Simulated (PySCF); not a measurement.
Match each property card to its molecule.

Structures:
1. `CC(C)C(C)C`
2. `CC(=O)O[C@@H]1[C@H]2C[C@@H]3[C@H]2[C@@H]31`
3. `FCC(F)CF`

Card P (geometry PBE0-D3(BJ)/def2-SVP):
- Rotational constants A, B, C: 3.692, 0.879, 0.791 GHz
- Static isotropic polarisability (PBE0/def2-SVPD): 91.4 au
- Vertical ionisation energy (ΔSCF PBE0/def2-SVPD): 9.27 eV
- Lowest triplet excitation (Tamm–Dancoff) (TDA PBE0/def2-SVPD): 5.32 eV
- Lowest singlet excitation (TDDFT PBE0/def2-SVPD): 5.86 eV (211 nm, f = 0.001)

Card Q (geometry PBE0-D3(BJ)/def2-SVP):
- Rotational constants A, B, C: 4.209, 2.939, 2.068 GHz
- Static isotropic polarisability (PBE0/def2-SVPD): 40.8 au
- Vertical ionisation energy (ΔSCF PBE0/def2-SVPD): 11.85 eV
- Largest of the computed one-bond spin–spin couplings (means over like bonds) (B3LYP/pcJ-1, spin–dipole term left out for some pairs): 19F–13C -238.7 (×2), 19F–13C -232.8, 13C–1H +158.9 (×2), 13C–1H +156.4 (×2), 13C–1H +151.8, 13C–13C +45.4 (×2) Hz
- Core binding energies (ΔSCF SCAN, pcX-2 on the ionised atom, pcseg-1 elsewhere, spin-free X2C): C1s 293.7 (×2), C1s 293.7, F1s 692.9 (×2), F1s 693.0 eV
- Point group: C1
- Strongest line among the 10 lowest singlet transitions (TDDFT PBE0/def2-SVPD): S8 at 9.87 eV (126 nm, f = 0.067)

Card R (geometry PBE0-D3(BJ)/def2-SVP):
- Rotational constants A, B, C: 4.249, 2.591, 2.226 GHz
- Static isotropic polarisability (CAM-B3LYP/def2-SVPD): 75.0 au
- Vertical ionisation energy (ΔSCF CAM-B3LYP/def2-SVPD): 10.73 eV
- Largest of the computed one-bond spin–spin couplings (means over like bonds) (B3LYP/pcJ-1, spin–dipole term left out): 13C–1H +131.2 (×12), 13C–1H +129.3 (×2), 13C–13C +36.8 (×4), 13C–13C +35.0 Hz
- Strongest line among the 10 lowest singlet transitions (TDDFT CAM-B3LYP/def2-SVPD): S9 at 9.46 eV (131 nm, f = 0.115)

All species are isolated and taken at one optimised geometry, non-relativistic unless stated; the electronic structure was computed with PySCF and density fitting.

Q: Which card belongs to which structure?

A: P = 2, Q = 3, R = 1. What ties each card to its structure:
- 1 (card R), C6H14, monoisotopic mass 86.1 u, 6 heavy atoms: an asymmetric top with C = 2.226 GHz, the highest such constant on the cards; polarisability 75.0 au for 50 electrons.
- 2 (card P), C8H10O2, monoisotopic mass 138.1 u, 10 heavy atoms: an asymmetric top with C = 0.791 GHz, the lowest such constant on the cards; polarisability 91.4 au for 74 electrons.
- 3 (card Q), C3H5F3, monoisotopic mass 98.0 u, 6 heavy atoms: core lines of C and F; an asymmetric top with C = 2.068 GHz; polarisability 40.8 au for 50 electrons.
